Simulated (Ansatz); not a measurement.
Species: C6H6N, net charge 0, doublet state. It need not be the lowest isomer of its formula. 
Coordinates optimised at B3LYP-D3(BJ)/def2-TZVP (Ansatz, a first-principles code):
SMILES: C(#N)C1=CC[CH]C1
```xyz
13

C     -1.5999    -0.9634     0.5349
C     -1.8476     0.5109     0.5364
C     -0.5217     1.0714     0.1051
C      0.3757     0.1054    -0.1196
C     -0.1988    -1.2775     0.1244
C      1.7170     0.3079    -0.5377
N      2.8117     0.4361    -0.8771
H     -2.3363    -1.7074     0.7961
H     -2.1475     0.8998     1.5211
H     -2.6547     0.8164    -0.1463
H     -0.3264     2.1285    -0.0072
H      0.3709    -1.8176     0.8931
H     -0.1374    -1.9012    -0.7780
```
Charge 0, spin multiplicity 2.

Wanted: atomisation energy (electronic, to ground-state atoms), in kcal/mol. Cores are frozen in the correlated levels unless marked. Open shells are spin-unrestricted. No spin-orbit coupling. No relativistic terms. The coupled-cluster limit lacks core correlation, which all-electron functionals hold. CBS(X,Y): correlation extrapolated as X^-3; Hartree-Fock from the larger set.

```csv
level,program,atomisation energy (kcal/mol)
PBE/def2-TZVPD,Ansatz,1468.4
BLYP-D3(BJ)/def2-TZVPD,Ansatz + dftd3,1425.5
revPBE-D3(BJ)/def2-TZVPD,Ansatz + dftd3,1432.0
"RI-MP2/CBS(cc-pVTZ,cc-pVQZ)",Ansatz,1442.3
SCS-MP2/STO-3G,Ansatz,1366.7
SCS-MP2/cc-pVTZ,Ansatz,1390.4
CCSD(T)/STO-3G,Ansatz,1402.6
CCSD(T)/6-31G,Ansatz,1228.7
CCSD(T)/cc-pVTZ,Ansatz,1375.6
"CCSD(T)/CBS(cc-pVTZ,cc-pVQZ)",Ansatz,1412.0
```

The UHF reference is spin-contaminated (<S^2> 0.17 over the pure value in the largest basis).
